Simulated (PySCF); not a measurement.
Compound: C₆H₁₀F₂O.
Cartesian coordinates in Å at the GFN2-xTB level; atoms count from 1:
```xyz
19
C6H10F2O angstrom
F      3.1214   -0.6993   -0.6290
C      2.4033    0.2046    0.0830
F      2.5310    1.3796   -0.5702
C      0.9433   -0.2431    0.1838
C      0.1928   -0.0466   -1.1364
C     -1.2688   -0.4430   -0.9447
C     -1.8459    0.3524    0.2244
C     -0.9802    0.1303    1.4635
O      0.3686    0.4922    1.2403
H      2.8669    0.3154    1.0740
H      0.9566   -1.3181    0.4432
H      0.6682   -0.6481   -1.9125
H      0.2550    1.0060   -1.4192
H     -1.8336   -0.2476   -1.8570
H     -1.3330   -1.5125   -0.7278
H     -1.8455    1.4154   -0.0222
H     -2.8696    0.0442    0.4376
H     -1.0300   -0.9274    1.7665
H     -1.3103    0.7549    2.2953
```

Computed with PBE0/pcSseg-1 in PySCF (dipole) on a GFN2-xTB geometry, gas phase.

Masses are those of the commonest isotopes; rigid-rotor values at the optimised geometry. The values belong to one conformer with, in the numbering `[F:1][CH:2]([F:3])[C@@H:4]1[CH2:5][CH2:6][CH2:7][CH2:8][O:9]1`, F1–C2–C4–C5 -74°, C2–C4–C5–C6 -177°, C4–C5–C6–C7 55°, C5–C6–C7–C8 -55°, C6–C7–C8–O9 57°.

(1) Give the principal moments of inertia and the rotational constants in MHz.

(2) Classify the top.

(3) Is it planar, by Δ = Ic − Ia − Ib?

(4) List the rotational levels J(Ka,Kc) to J = 2 (MHz).

(5) Which types of transition are allowed, and where do some lines up to J = 3 fall?

(6) Estimate the classical rotational partition function at 50 K, 100 K and 500 K.

## Answers

(1) Ia = 160.28, Ib = 482.25, Ic = 532.26 u·Å²; 505379 MHz·u·Å²/I gives A = 3153, B = 1048, C = 949.5 MHz.

(2) A near-prolate asymmetric top. Ray's parameter κ = (2B − A − C)/(A − C) = -0.911; −1 is the prolate and +1 the oblate limit.

(3) Not planar: Δ = Ic − Ia − Ib = -110.28 u·Å². For a rigid frame Δ = −2 Σ m c², so Σ m c² = 55.14 u·Å² lies off the ab plane: 9.96 from hydrogen and 45.18 from heavier atoms. The atom farthest from that plane is 1.55 Å away.

(4) Above 0(0,0):
J = 1: 1(0,1) 1997, 1(1,1) 4103, 1(1,0) 4201
J = 2: 2(0,2) 5989, 2(1,2) 7999, 2(1,1) 8294, 2(2,1) 14610, 2(2,0) 14613

(5) The dipole components are |μa| = 2.50 D, |μb| = 0.18 D, |μc| = 1.04 D. Intensities carry the squares of the components, which stand as 1.00 : 0.01 : 0.17 (a : b : c). Some lines, for components of 0.1 D or more:

```tsv
type	branch	J(Ka,Kc)	MHz	lower level (cm⁻¹)
b	Q	2(1,1) ← 2(0,2)	2305	0.200
a	R	3(1,2) ← 2(1,1)	6138	0.277
b	Q	3(2,1) ← 3(1,2)	6187	0.481
c	Q	2(2,1) ← 2(1,1)	6315	0.277
b	Q	2(2,0) ← 2(1,1)	6319	0.277
b	Q	3(2,2) ← 3(1,3)	6760	0.462
b	R	3(1,3) ← 2(0,2)	7853	0.200
c	R	3(1,2) ← 2(0,2)	8443	0.200
b	R	2(2,1) ← 1(1,0)	10409	0.140
b	R	2(2,0) ← 1(1,1)	10511	0.137
b	R	3(2,1) ← 2(1,2)	12620	0.267
c	R	3(3,0) ← 2(2,0)	16763	0.487
```

(6) Point group C1, symmetry number σ = 1; q = (√π/σ)·√((kT/h)³/(ABC)), k/h = 20836.6 MHz/K: 33700 at 50 K, 95200 at 100 K, 1060000 at 500 K.

No GFN2-xTB frequencies stand behind this structure, so it isn't proved a minimum. No vibrational averaging or centrifugal distortion is included, and the geometry carries the error of its method.
